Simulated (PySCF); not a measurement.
## Computed properties of F₂H₄O₃Si₂, SMILES [Si]([SiH](F)F)(O)(O)O

F2H4O3Si2, SMILES O[Si](O)([SiH](F)F)O. Coordinates come from a PBE0-D3(BJ)/def2-SVP optimisation. The structure was generated by enumeration, and PubChem lists no compound with its InChIKey, so it may never have been made. One conformer was computed; it need not be the lowest. All values are computed for the isolated molecule unless a solvent is named; none is compared with measurement here.

**Structure.** All 27 harmonic modes at PBE0-D3(BJ)/def2-SVP (PySCF) are real, so it is a minimum. With heavy atoms numbered as in [SiH:1]([F:2])([F:3])[Si:4]([OH:5])([OH:6])[OH:7], the shortest bond between them is Si1–F3 at 1.623 Å and the longest Si1–Si4 at 2.330 Å.

**Vibrations.** The strongest infrared lines (harmonic, unscaled, degenerate partners summed) lie at 798 cm⁻¹ (218 km/mol, H 75 %, O 21 %), 803 cm⁻¹ (214 km/mol, H 71 %, O 27 %), 765 cm⁻¹ (196 km/mol, O 48 %, H 47 %). The softest mode is at 28 cm⁻¹ and the zero-point energy is 37.0 kcal/mol.

**Electronic structure.** CAM-B3LYP/def2-TZVP (PySCF) places the frontier levels at -9.77 and 0.52 eV, a gap of 10.29 eV, and gives a dipole moment of 1.79 D and a mean polarisability of 55.6 bohr³. PBE/def2-TZVP (PySCF) at the same geometry gives -6.97 and -1.37 eV, so its gap is 4.69 eV narrower. An orbital gap is neither the optical nor the fundamental gap.

**Excitations.** TDA-B3LYP/def2-SVPD (PySCF) has S1 at 6.59 eV (188 nm, f = 0.031, weak); the most intense of the 10 singlets computed lies at 6.86 eV (f = 0.10). T1 (TDA) is at 5.79 eV, 0.80 eV under S1. TDA-PBE/def2-SVPD (PySCF) puts S1 at 6.05 eV. No vertical singlet excitation falls in the visible range (under 3.1 eV).

**NMR.** GIAO shifts at PBE0/pcSseg-1 (PySCF) (non-relativistic, atoms alike by connectivity averaged): ¹H from 2.5 to 5.5 ppm against TMS; ²⁹Si from -43.2 to 5.2 ppm against TMS; ¹⁹F at -166.3 ppm against CFCl3.

**Solvation.** SMD-B3LYP/def2-SVP (PySCF) gives -10.2 kcal/mol in water, -4.5 kcal/mol in benzene, -6.8 kcal/mol in chloroform (1 M in both phases, gas-phase geometry); of these solvents water holds the molecule best.
